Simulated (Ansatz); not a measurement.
`C=CBBr` + HCl → `ClBBr` + `C=C` at 400 K and 1 bar (ligand exchange at a B–C bond).

Isolated molecules relaxed with PBE0-D4/def2-TZVP in Ansatz; ΔE leaves out vibrations. CCSD(T)/CBS adds triple-zeta CCSD(T) − MP2 to the extrapolated MP2 energy (def2 sets, frozen cores). This one scheme is used for every species. For Br outer-core shells are correlated without core-valence functions, which leaves a few kJ/mol of doubt a bond. Scalar relativity is left out up to krypton. One conformer a species, not always the lowest.

```
 species  CCSD(T)/CBS energy (Eh)  H − E (kJ/mol)  S (J/(mol·K))
`C=CBBr`              -2676.63535           171.1          333.8
     HCl               -460.38127            29.6          195.4
 `ClBBr`              -3058.55678            55.3          301.3
   `C=C`                -78.48111           149.4          232.7
```

H − E and S are ideal-gas, rigid-rotor, harmonic terms from PBE0-D4/def2-TZVP, for one conformer and one mirror image of each species. 1 Eh = 2625.50 kJ/mol, R = 8.31446 J/(mol·K).

By hand: ΔE, ΔH, ΔS and ΔG.

ΔE = (-3058.55678) + (-78.48111) − (-2676.63535) − (-460.38127) = -0.02127 Eh = -55.8 kJ/mol. Δ(H − E) = 55.3 + 149.4 − 171.1 − 29.6 = 4.0, so ΔH = -51.8 kJ/mol. ΔS = 301.3 + 232.7 − 333.8 − 195.4 = 4.8 J/(mol·K). ΔG = -51.8 − 400 × (4.8)/1000 = -53.7 kJ/mol.

By hand: the equilibrium constant, and the temperature at which ΔG would vanish if ΔH and ΔS stayed fixed.

log₁₀ K = −ΔG/(RT ln 10) = 7.0. ΔH and −TΔS have one sign here, so there is no such temperature. One of them is within its doubt of zero, so this could turn.

The number of gas molecules stays the same, so ΔS is small and ΔH decides. A doubt of 5 kJ/mol in ΔE shifts log₁₀ K by 0.7 here. Other conformers and mirror images would add mixing entropy, several J/(mol·K) or more a flexible species. These are equilibria of isolated gas molecules and say nothing of rates. Largest T1 diagnostic: 0.011 (customary marks: 0.02 for closed shells, 0.045 for open ones).
